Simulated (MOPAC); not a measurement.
MOPAC input (AM1):

```
AM1 1SCF GEO-OK AUX(PRECISION=9) THREADS=1
C3H9FGe

C     1.60291000 1   -0.92331100 1   -0.64587100 1
Ge   -0.00310100 1   -0.00348300 1   -0.01784400 1
C    -1.60305600 1   -1.12550600 1   -0.04920300 1
C    -0.26707500 1    1.74869700 1   -0.84243900 1
F     0.29470400 1    0.33098700 1    1.69564200 1
H     1.50914300 1   -1.17178500 1   -1.70411400 1
H     1.75135300 1   -1.84393700 1   -0.08217400 1
H     2.47594000 1   -0.28507500 1   -0.51239600 1
H    -2.44084500 1   -0.59516900 1    0.40267600 1
H    -1.42663300 1   -2.04436800 1    0.50928700 1
H    -1.86534200 1   -1.38460800 1   -1.07608200 1
H    -1.11652300 1    2.25395100 1   -0.38363700 1
H    -0.45913700 1    1.64067500 1   -1.91101300 1
H     0.62227400 1    2.36361400 1   -0.70724800 1
```

From the output:

```
                                                       MOPAC v23.2.5 Linux

          FINAL HEAT OF FORMATION =        -86.58623 KCAL/MOL =    -362.27679 KJ/MOL

          COSMO AREA              =        137.95 SQUARE ANGSTROMS
          COSMO VOLUME            =        130.70 CUBIC ANGSTROMS

          IONIZATION POTENTIAL    =         11.310419 EV
          HOMO LUMO ENERGIES (EV) =        -11.310  0.912
          NO. OF FILLED LEVELS    =         16
          MOLECULAR WEIGHT        =        136.6925         POINT GROUP:  C3v

          MOLECULAR DIMENSIONS (Angstroms)

            Atom       Atom       Distance
            H     9    H     8     5.01082
            H    12    H    10     4.33949
            F     5    H     6     3.36886

          SCF CALCULATIONS        =          1

   ATOM   CHEMICAL          X               Y               Z
  NUMBER   SYMBOL      (ANGSTROMS)     (ANGSTROMS)     (ANGSTROMS)

     1       C          1.60291000  *  -0.92331100  *  -0.64587100  *
     2      Ge         -0.00310100  *  -0.00348300  *  -0.01784400  *
     3       C         -1.60305600  *  -1.12550600  *  -0.04920300  *
     4       C         -0.26707500  *   1.74869700  *  -0.84243900  *
     5       F          0.29470400  *   0.33098700  *   1.69564200  *
     6       H          1.50914300  *  -1.17178500  *  -1.70411400  *
     7       H          1.75135300  *  -1.84393700  *  -0.08217400  *
     8       H          2.47594000  *  -0.28507500  *  -0.51239600  *
     9       H         -2.44084500  *  -0.59516900  *   0.40267600  *
    10       H         -1.42663300  *  -2.04436800  *   0.50928700  *
    11       H         -1.86534200  *  -1.38460800  *  -1.07608200  *
    12       H         -1.11652300  *   2.25395100  *  -0.38363700  *
    13       H         -0.45913700  *   1.64067500  *  -1.91101300  *
    14       H          0.62227400  *   2.36361400  *  -0.70724800  *

                             CARTESIAN COORDINATES

   1    C        1.602910000    -0.923311000    -0.645871000
   2   Ge       -0.003101000    -0.003483000    -0.017844000
   3    C       -1.603056000    -1.125506000    -0.049203000
   4    C       -0.267075000     1.748697000    -0.842439000
   5    F        0.294704000     0.330987000     1.695642000
   6    H        1.509143000    -1.171785000    -1.704114000
   7    H        1.751353000    -1.843937000    -0.082174000
   8    H        2.475940000    -0.285075000    -0.512396000
   9    H       -2.440845000    -0.595169000     0.402676000
  10    H       -1.426633000    -2.044368000     0.509287000
  11    H       -1.865342000    -1.384608000    -1.076082000
  12    H       -1.116523000     2.253951000    -0.383637000
  13    H       -0.459137000     1.640675000    -1.911013000
  14    H        0.622274000     2.363614000    -0.707248000

           Empirical Formula: C3 H9 Ge F  =    14 atoms

      MOLECULAR POINT GROUP   :   C3v

                  EIGENVALUES
 -45.69486 -30.77993 -28.09815 -28.09814 -14.86834 -14.27955 -14.27955 -13.71510
 -13.71510 -13.54335 -13.49613 -13.38980 -13.38980 -12.10663 -11.31042 -11.31042
   0.91198   0.91198   1.13186   2.15823   4.37055   4.37055   4.41768   4.41768
   4.42638   4.42901   5.08970   5.18057   5.18057

              NET ATOMIC CHARGES AND DIPOLE CONTRIBUTIONS

  ATOM NO.   TYPE          CHARGE      No. of ELECS.   s-Pop       p-Pop
    1          C          -0.536463        4.5365     1.26152     3.27494
    2         Ge           1.293696        2.7063     0.69839     2.00791
    3          C          -0.536463        4.5365     1.26152     3.27494
    4          C          -0.536463        4.5365     1.26152     3.27494
    5          F          -0.466090        7.4661     1.91787     5.54822
    6          H           0.081903        0.9181     0.91810
    7          H           0.089345        0.9107     0.91065
    8          H           0.089345        0.9107     0.91065
    9          H           0.089345        0.9107     0.91065
   10          H           0.089345        0.9107     0.91065
   11          H           0.081903        0.9181     0.91810
   12          H           0.089345        0.9107     0.91065
   13          H           0.081903        0.9181     0.91810
   14          H           0.089345        0.9107     0.91065
 DIPOLE           X         Y         Z       TOTAL
 POINT-CHG.    -0.369    -0.414    -2.123     2.194
 HYBRID        -0.000    -0.000    -0.000     0.000
 SUM           -0.369    -0.414    -2.123     2.194

          ATOMIC ORBITAL ELECTRON POPULATIONS

     Atom    s        px        py        pz
    1  C   1.26152   1.13863   1.07950   1.05682
    2 Ge   0.69839   0.72842   0.72699   0.55250
    3  C   1.26152   1.13766   1.09348   1.04380
    4  C   1.26152   1.05328   1.15526   1.06640
    5  F   1.91787   1.96125   1.95854   1.62843
    6  H   0.91810
    7  H   0.91065
    8  H   0.91065
    9  H   0.91065
   10  H   0.91065
   11  H   0.91810
   12  H   0.91065
   13  H   0.91810
   14  H   0.91065

 **********************
 *                    *
 * JOB ENDED NORMALLY *
 *                    *
 **********************

 == MOPAC DONE ==
```

The geometry given is a B3LYP-D3(BJ)/def2-TZVP minimum.
